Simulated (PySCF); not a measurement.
Electron correlation in Ru (ruthenium, neutral)

[Kr] 4d8, high-spin 3F determinant (an excited configuration). Computed with PySCF 2.14 in aug-cc-pVDZ-PP with ECP28MDF, with scalar relativity through the core potential. Frozen: 4s2 4p6; 8 electrons correlated.

```csv
level,correlation energy (mhartree)
CCSD,-187.43
(T),-8.51
CCSD(T),-195.94
```

Diagnostics: T1 = 0.013, D1 = 0.0208, largest double amplitude 0.025.

Cost of the coupled-cluster step: of the order of 9 core-seconds, for 8 correlated electrons.

Iterations:

```
CC2 = 0
CCSD nocc = (np.int64(5), np.int64(3)), nmo = (50, 50)
frozen orbitals [[0, 1, 2, 3], [0, 1, 2, 3]]
max_cycle = 100
direct = 0
conv_tol = 1e-08
conv_tol_normt = 1e-06
diis_space = 8
diis_start_cycle = 0
Init t2, MP2 energy = -0.189648467648923
Init E_corr(UCCSD) = -0.18964846764902
cycle = 1  E_corr(UCCSD) = -0.183368978798421  dE = 0.00627948885  norm(t1,t2) = 0.0674356
cycle = 2  E_corr(UCCSD) = -0.186826316134573  dE = -0.00345733734  norm(t1,t2) = 0.0264012
cycle = 3  E_corr(UCCSD) = -0.186520537664442  dE = 0.00030577847  norm(t1,t2) = 0.015876
cycle = 4  E_corr(UCCSD) = -0.187185469284114  dE = -0.00066493162  norm(t1,t2) = 0.00836639
cycle = 5  E_corr(UCCSD) = -0.18738154971498  dE = -0.000196080431  norm(t1,t2) = 0.00383439
cycle = 6  E_corr(UCCSD) = -0.187403006122563  dE = -2.14564076e-05  norm(t1,t2) = 0.0023162
cycle = 7  E_corr(UCCSD) = -0.187408375292589  dE = -5.36917003e-06  norm(t1,t2) = 0.0010764
cycle = 8  E_corr(UCCSD) = -0.187426978241008  dE = -1.86029484e-05  norm(t1,t2) = 0.000634148
cycle = 9  E_corr(UCCSD) = -0.187428524547819  dE = -1.54630681e-06  norm(t1,t2) = 0.00020911
cycle = 10  E_corr(UCCSD) = -0.187427291872516  dE = 1.2326753e-06  norm(t1,t2) = 0.000115911
cycle = 11  E_corr(UCCSD) = -0.187426524812236  dE = 7.6706028e-07  norm(t1,t2) = 6.88931e-05
cycle = 12  E_corr(UCCSD) = -0.18742695451075  dE = -4.29698514e-07  norm(t1,t2) = 2.59227e-05
cycle = 13  E_corr(UCCSD) = -0.187426829491279  dE = 1.25019471e-07  norm(t1,t2) = 1.02064e-05
cycle = 14  E_corr(UCCSD) = -0.187426956523427  dE = -1.27032148e-07  norm(t1,t2) = 3.90894e-06
cycle = 15  E_corr(UCCSD) = -0.187426967075891  dE = -1.05524642e-08  norm(t1,t2) = 1.72574e-06
cycle = 16  E_corr(UCCSD) = -0.187426973109915  dE = -6.03402409e-09  norm(t1,t2) = 9.1407e-07
UCCSD converged
E(UCCSD) = -93.91604792282095  E_corr = -0.1874269731099153
UCCSD(T) correction = -0.00850720090436206
```
